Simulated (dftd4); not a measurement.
F₄Se (SMILES F[Se](F)(F)F), singlet, geometry from GFN2-xTB; dftd4 4.2.0 with D4 for tpss.

Here is a job for dftd4.
```
$ dftd4 mol.xyz --func tpss --charge 0 --json dftd4.json --noedisp

# file mol.xyz
5

Se    -0.00203224     0.00254110     0.35944284
F      0.96817789     1.31904607    -0.34335275
F      1.32333862    -0.96859697    -0.32517209
F     -0.96433922    -1.32384594    -0.33559484
F     -1.31949995     0.96379711    -0.35377550
```

Problem. Write the output that dftd4 gives for this input, abridged.

Solution. 
```
                    ____  _____ _____     ____  _  _
      -------------|  _ \|  ___|_   _|---|  _ \| || |------------
     |             | | | | |_    | | ___ | | | | || |_           |
     |             | |_| |  _|   | ||___|| |_| |__   _|          |
     |             |____/|_|     |_|     |____/   |_|            |
     |             ===================================           |
     |            E. Caldeweyher, S. Ehlert & S. Grimme          |
     |          Mulliken Center for Theoretical Chemistry        |
     |                    University of Bonn                     |
      -----------------------------------------------------------

Rational (Becke-Johnson) damping: tpss-D4-ATM
---------------------
  s6         1.0000
  s8         1.7660
  s9         1.0000
  a1         0.4282
  a2         4.5426
 alp        16.0000
--------------------

Dispersion energy:      -4.5793989937309E-03 Eh

[Info] JSON dump of results written to 'dftd4.json'
```
